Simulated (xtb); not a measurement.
xtb input file for W(NH)(F)3(Cl) (ClF3HNW), SMILES [F][W]([F])([Cl])(=[NH])[F], multiplicity 1, GFN2-xTB. 

```
$ xtb mol.xyz --gfn 2 --sp --chrg 0 --uhf 0 --json
$ cat mol.xyz
7

W     -0.17651442    -0.08030163     0.00000000
N     -0.63569112    -1.79528043     0.00000000
H     -0.93865567    -2.77081543     0.00000001
F     -0.07647500     0.53137201    -1.76381259
F     -1.67751037     1.04132263     0.00000000
F     -0.07647498     0.53137202     1.76381258
Cl     2.05439434     0.13785291    -0.00000000
```

Output:

```
[banner left out]
          |                Calculation Setup                |
           -------------------------------------------------



           -------------------------------------------------
          |                 G F N 2 - x T B                 |
           -------------------------------------------------

        Reference                      10.1021/acs.jctc.8b01176
      * Hamiltonian:
        H0-scaling (s, p, d)           1.850000    2.230000    2.230000
        zeta-weighting                 0.500000
      * Dispersion:
        s8                             2.700000
        a1                             0.520000
        a2                             5.000000
        s9                             5.000000
      * Repulsion:
        kExp                           1.500000    1.000000
        rExp                           1.000000
      * Coulomb:
        alpha                          2.000000
        third order                    shell-resolved
        anisotropic                    true
        a3                             3.000000
        a5                             4.000000
        cn-shift                       1.200000
        cn-exp                         4.000000
        max-rad                        5.000000


          ...................................................
          :                      SETUP                      :
          :.................................................:
          :  # basis functions                  37          :
          :  # atomic orbitals                  35          :
          :  # shells                           15          :
          :  # electrons                        40          :
          :  max. iterations                   250          :
          :  Hamiltonian                  GFN2-xTB          :
          :  restarted?                      false          :
          :  GBSA solvation                  false          :
          :  PC potential                    false          :
          :  electronic temp.          300.0000000     K    :
          :  accuracy                    1.0000000          :
          :  -> integral cutoff          0.2500000E+02      :
          :  -> integral neglect         0.1000000E-07      :
          :  -> SCF convergence          0.1000000E-05 Eh   :
          :  -> wf. convergence          0.1000000E-03 e    :
          :  Broyden damping             0.4000000          :
          :  net charge                          0          :
          :  unpaired electrons                  0          :
          ...................................................

 iter      E             dE          RMSdq      gap      omega  full diag
   1    -15.4514625 -0.154515E+02  0.314E+01    0.36       0.0  T
   2    -17.3537934 -0.190233E+01  0.419E+01    9.29       1.0  T
   3    -21.4868505 -0.413306E+01  0.248E+01    6.96       1.0  T
   4    -23.7096229 -0.222277E+01  0.145E+01    4.99       1.0  T
   5    -24.2267504 -0.517127E+00  0.110E+01    4.44       1.0  T
   6    -22.6441701  0.158258E+01  0.284E+01    5.46       1.0  T
   7    -23.9164146 -0.127224E+01  0.162E+01    3.69       1.0  T
   8    -24.7492357 -0.832821E+00  0.593E+00    2.46       1.0  T
   9    -24.9218479 -0.172612E+00  0.388E+00    2.60       1.0  T
  10    -24.8157023  0.106146E+00  0.766E+00    3.49       1.0  T
  11    -23.7644331  0.105127E+01  0.229E+01    4.81       1.0  T
  12    -24.5901249 -0.825692E+00  0.123E+01    3.76       1.0  T
  13    -24.7046654 -0.114540E+00  0.103E+01    3.41       1.0  T
  14    -24.9216793 -0.217014E+00  0.310E+00    2.74       1.0  T
  15    -24.9076465  0.140328E-01  0.405E+00    2.82       1.0  T
  16    -24.9424462 -0.347997E-01  0.821E-01    2.75       1.0  T
  17    -24.9425395 -0.933110E-04  0.906E-01    2.75       1.0  T
  18    -24.9433592 -0.819754E-03  0.512E-01    2.82       1.0  T
  19    -24.9440739 -0.714702E-03  0.195E-01    2.76       1.0  T
  20    -24.9441085 -0.345834E-04  0.138E-01    2.75       1.0  T
  21    -24.9440646  0.439613E-04  0.174E-01    2.76       1.0  T
  22    -24.9441093 -0.447085E-04  0.599E-02    2.74       1.0  T
  23    -24.9441131 -0.378408E-05  0.530E-02    2.74       1.0  T
  24    -24.9441241 -0.110301E-04  0.936E-03    2.75       4.0  T
  25    -24.9441229  0.119044E-05  0.201E-02    2.75       1.9  T
  26    -24.9441240 -0.106126E-05  0.109E-02    2.76       3.5  T
  27    -24.9441242 -0.188567E-06  0.842E-03    2.76       4.5  T
  28    -24.9441244 -0.210106E-06  0.372E-04    2.76     101.5  T
  29    -24.9441244  0.287540E-08  0.102E-03    2.76      37.0  T
  30    -24.9441244 -0.304299E-08  0.145E-04    2.76     260.0  T

   *** convergence criteria satisfied after 30 iterations ***

         #    Occupation            Energy/Eh            Energy/eV
      -------------------------------------------------------------
         1        2.0000           -1.1509466             -31.3189
       ...           ...                  ...                  ...
        14        2.0000           -0.5236040             -14.2480
        15        2.0000           -0.5094373             -13.8625
        16        2.0000           -0.4833063             -13.1514
        17        2.0000           -0.4826191             -13.1327
        18        2.0000           -0.4799548             -13.0602
        19        2.0000           -0.4266230             -11.6090
        20        2.0000           -0.4259340             -11.5903 (HOMO)
        21                         -0.3246082              -8.8330 (LUMO)
        22                         -0.2534860              -6.8977
        23                         -0.2479279              -6.7465
        24                         -0.2312256              -6.2920
        25                         -0.0823274              -2.2402
       ...                                ...                  ...
        35                          0.7626964              20.7540
      -------------------------------------------------------------
                  HL-Gap            0.1013258 Eh            2.7572 eV
             Fermi-level           -0.3752711 Eh          -10.2116 eV

 SCC (total)                   0 d,  0 h,  0 min,  0.012 sec
 SCC setup                      ...        0 min,  0.000 sec (  0.733%)
 Dispersion                     ...        0 min,  0.000 sec (  0.268%)
 classical contributions        ...        0 min,  0.000 sec (  0.260%)
 integral evaluation            ...        0 min,  0.002 sec ( 12.615%)
 iterations                     ...        0 min,  0.009 sec ( 71.645%)
 molecular gradient             ...        0 min,  0.002 sec ( 13.870%)
 printout                       ...        0 min,  0.000 sec (  0.539%)

         :::::::::::::::::::::::::::::::::::::::::::::::::::::
         ::                     SUMMARY                     ::
         :::::::::::::::::::::::::::::::::::::::::::::::::::::
         :: total energy             -24.885820759237 Eh    ::
         :: gradient norm              0.000081145577 Eh/a0 ::
         :: HOMO-LUMO gap              2.757214767707 eV    ::
         ::.................................................::
         :: SCC energy               -24.944120148647 Eh    ::
         :: -> isotropic ES           -0.098137663522 Eh    ::
         :: -> anisotropic ES         -0.002158982692 Eh    ::
         :: -> anisotropic XC         -0.000754785926 Eh    ::
         :: -> dispersion             -0.005342378643 Eh    ::
         :: repulsion energy           0.058299389411 Eh    ::
         :: add. restraining           0.000000000000 Eh    ::
         :: total charge              -0.000000000000 e     ::
         :::::::::::::::::::::::::::::::::::::::::::::::::::::

           -------------------------------------------------
          |                Property Printout                |
           -------------------------------------------------

    * Orbital Energies and Occupations

         #    Occupation            Energy/Eh            Energy/eV
      -------------------------------------------------------------
         1        2.0000           -1.1509466             -31.3189
       ...           ...                  ...                  ...
         8        2.0000           -0.5484148             -14.9231
         9        2.0000           -0.5458184             -14.8525
        10        2.0000           -0.5446511             -14.8207
        11        2.0000           -0.5415874             -14.7373
        12        2.0000           -0.5312542             -14.4562
        13        2.0000           -0.5263475             -14.3226
        14        2.0000           -0.5236040             -14.2480
        15        2.0000           -0.5094373             -13.8625
        16        2.0000           -0.4833063             -13.1514
        17        2.0000           -0.4826191             -13.1327
        18        2.0000           -0.4799548             -13.0602
        19        2.0000           -0.4266230             -11.6090
        20        2.0000           -0.4259340             -11.5903 (HOMO)
        21                         -0.3246082              -8.8330 (LUMO)
        22                         -0.2534860              -6.8977
        23                         -0.2479279              -6.7465
        24                         -0.2312256              -6.2920
        25                         -0.0823274              -2.2402
        26                         -0.0073129              -0.1990
        27                         -0.0071130              -0.1936
        28                          0.0043544               0.1185
        29                          0.0105039               0.2858
        30                          0.0417607               1.1364
        31                          0.0553080               1.5050
       ...                                ...                  ...
        35                          0.7626964              20.7540
      -------------------------------------------------------------
                  HL-Gap            0.1013258 Eh            2.7572 eV
             Fermi-level           -0.3752711 Eh          -10.2116 eV

     #   Z          covCN         q      C6AA      α(0)
     1  74 W        4.022     1.429   352.564    41.413
     2   7 N        1.743    -0.513    34.725     8.721
     3   1 H        0.860     0.241     0.920     1.503
     4   9 F        0.759    -0.337    12.751     4.218
     5   9 F        0.758    -0.344    12.843     4.233
     6   9 F        0.759    -0.337    12.751     4.218
     7  17 Cl       0.866    -0.139   103.445    15.560

 Mol. C6AA /au·bohr⁶  :       2087.891437
 Mol. C8AA /au·bohr⁸  :     139790.774714
 Mol. α(0) /au        :         79.864480


Wiberg/Mayer (AO) data.
largest (>0.10) Wiberg bond orders for each atom

 ---------------------------------------------------------------------------
     #   Z sym  total        # sym  WBO       # sym  WBO       # sym  WBO
 ---------------------------------------------------------------------------
     1  74 W    6.294 --     2 N    2.213     7 Cl   1.220     4 F    0.930
                             6 F    0.930     5 F    0.922
     2   7 N    3.320 --     1 W    2.213     3 H    0.851
     3   1 H    0.942 --     2 N    0.851
     4   9 F    1.123 --     1 W    0.930
     5   9 F    1.119 --     1 W    0.922
     6   9 F    1.123 --     1 W    0.930
     7  17 Cl   1.468 --     1 W    1.220
 ---------------------------------------------------------------------------

Topologies differ in total number of bonds
Writing topology from bond orders to xtbtopo.mol

molecular dipole:
                 x           y           z       tot (Debye)
 q only:        0.363      -1.126       0.000
Note: The following floating-point exceptions are signalling: IEEE_UNDERFLOW_FLAG IEEE_DENORMAL
normal termination of xtb
   full:        0.037      -0.373       0.000       0.953
molecular quadrupole (traceless):
                xx          xy          yy          xz          yz          zz
 q only:       -1.003       3.483       5.139      -0.000      -0.000      -4.136
  q+dip:       -4.766       3.456       8.406      -0.000      -0.000      -3.640
   full:       -4.673       3.359       8.102      -0.000      -0.000      -3.428


           -------------------------------------------------
          | TOTAL ENERGY              -24.885820759237 Eh   |
          | GRADIENT NORM               0.000081145577 Eh/α |
          | HOMO-LUMO GAP               2.757214767707 eV   |
           -------------------------------------------------

------------------------------------------------------------------------
------------------------------------------------------------------------
 total:
 SCF:
```

The run converged.
